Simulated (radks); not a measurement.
The numbers below are computed, except where a source is named.
Task: Neutral strontium, [Kr] 5s2. Level of theory: non-relativistic Kohn-Sham, PBE, spin-polarised, spherical densities, point nucleus (a radial shooting solver on a logarithmic mesh with Libxc functionals). Every spin shell is full or empty, so the densities are truly spherical. Functionals are evaluated on that one density, not self-consistently. Rank these orbital-free kinetic functionals by their error against the exact value of the orbitals, and give that value: Thomas-Fermi, von Weizsacker, TF + vW, TF + vW/9, TF + vW/5, Perdew 92, Thakkar, Pearson, LKT, PG1, DePristo-Kress.

Result: Exact: 3131.29 hartree. From best to worst, with 100 (|E| - |E exact|)/|E exact| (equal figures are ties): DePristo-Kress -0.06, Thakkar -0.48, Perdew 92 -0.69, TF + vW/9 -0.70, Pearson -1.02, TF + vW/5 +3.34, Thomas-Fermi -5.76, PG1 +16.84, LKT +21.34, TF + vW +39.76, von Weizsacker -54.48.
